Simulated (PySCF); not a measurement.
# Reading the logs of faulty runs: BFH4Si2

These are calculations, not measurements. They come from PySCF 2.14.0, an open-source quantum chemistry program, on an isolated molecule that a program drew, which may never have been made. The molecule is BFH4Si2 (charge 0, singlet), drawn as the SMILES string `B[Si][SiH2]F`.

Each row is a Hartree-Fock (HF) and frozen-core CCSD(T) single point in the cc-pV(D+d)Z basis, meant for a local HF minimum. Run 1 is clean. Each other run has one planted mistake out of seven kinds, and not every kind appears here: one electron removed, one electron added, multiplicity raised by two, geometry at a saddle point, minimal basis STO-3G, one bond length entered in bohr, all coordinates scaled. The reference is restricted for singlets and unrestricted otherwise, and also for a bond in bohr. Adding or removing an electron swaps singlet and doublet. Electrons count all cores. HOMO and LUMO are orbital energies over both spins, the gradient is its largest component, and the lowest frequency (negative if imaginary) is given only where the gradient is small. Bond lengths are over the 7 bonds as drawn. T1 is the CCSD diagnostic: over 0.02 (restricted) or 0.045 (unrestricted) a single reference is doubtful.

Geometry of the clean run:
```xyz
8
BFH4Si2, angstrom
B    -0.8050    1.7991    1.5073
Si   -1.5277    0.7963   -0.0492
Si    0.3655   -0.6482   -0.2164
F     0.1579   -1.6880   -1.4461
H    -0.1624    2.8046    1.3565
H    -1.0665    1.4715    2.6348
H     0.5421   -1.4717    0.9983
H     1.6069    0.0988   -0.5093
```

```
run  electrons  basis functions  <S^2>  HOMO (eV)  LUMO (eV)  gradient (hartree/bohr)  lowest frequency (cm^-1)  mean bond (Å)  longest bond (Å)      T1  HF (hartree)  CCSD(T) (hartree)                          mistake
  1         46               94  0.000      -8.88       0.00                  1.5e-05                        37         1.6229             2.387  0.0187    -704.29820         -704.81118                         no fault
  2         46               94  0.000      -8.86       0.13                  5.5e-02                         -         1.5353             2.258  0.0186    -704.27622         -704.78728           all coordinates scaled
  3         46               94  1.057      -9.36       0.03                  1.9e-02                         -         1.7758             2.387  0.0674    -704.19070         -704.69714  one bond length entered in bohr
  4         45               94  0.769     -16.45      -6.94                  4.4e-02                         -         1.6229             2.387  0.0203    -704.00955         -704.48925             one electron removed
  5         46               32  0.000      -5.80       5.48                  2.7e-02                         -         1.6229             2.387  0.0172    -695.87304         -696.03560             minimal basis STO-3G
  6         46               94  2.027      -8.26      -0.46                  2.6e-02                         -         1.6229             2.387  0.0194    -704.27865         -704.76814                                ?
```

**Which mistake was planted in run 6, and what did it cost?**

Electrons, basis and geometry are unchanged, and <S^2> is 2.027, beside S(S+1) = 2.00 for a multiplicity of 3. So the mistake is: multiplicity raised by two. Subtracting run 1 and multiplying by 627.51 kcal/mol a hartree, the energy moved by 12.3 kcal/mol in HF and 27.0 kcal/mol in CCSD(T).

Cautions from the logs. Run 3: T1 is over the limit, so its CCSD(T) energy is less reliable.
